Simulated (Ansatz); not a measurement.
`[SiH3]OB(O[SiH3])O[SiH3]` at its PBE0-D4/def2-TZVP geometry, where that method's forces vanish. Charge 0, multiplicity 1.

```xyz
16

Si    2.6885   -0.1755   -0.4289
O     1.2931    0.2411    0.3582
B    -0.0003   -0.0007    0.0008
O    -0.2742   -0.6736   -1.1529
Si   -1.7418   -1.0860   -1.7981
O    -1.0195    0.4307    0.7970
Si   -0.9466    1.2617    2.2268
H     2.7886   -1.6503   -0.5596
H     3.8035    0.3345    0.4023
H     2.7318    0.4517   -1.7731
H    -2.5493    0.1293   -2.0676
H    -2.4788   -1.9841   -0.8749
H    -1.4544   -1.7931   -3.0677
H    -0.2152    0.4720    3.2483
H    -2.3481    1.4709    2.6587
H    -0.2771    2.5715    2.0307
```

(1) What forces (eV/Å) does ωB97M-V/def2-TZVPP give on these atoms in Ansatz? (Estimate.)

Answers

(1) Ansatz gave: 
```
Si1  0.253 -0.061 -0.117
O2   0.098  0.064  0.106
B3   0.000  0.000  0.000
O4   0.058 -0.072 -0.128
Si5 -0.241 -0.082 -0.130
O6  -0.156  0.008  0.022
Si7 -0.012  0.142  0.246
H8  -0.018  0.175  0.015
H9  -0.134 -0.063 -0.104
H10 -0.012 -0.075  0.159
H11  0.099 -0.141  0.037
H12  0.090  0.110 -0.104
H13 -0.038  0.086  0.155
H14 -0.083  0.091 -0.126
H15  0.172 -0.024 -0.050
H16 -0.076 -0.158  0.019
```
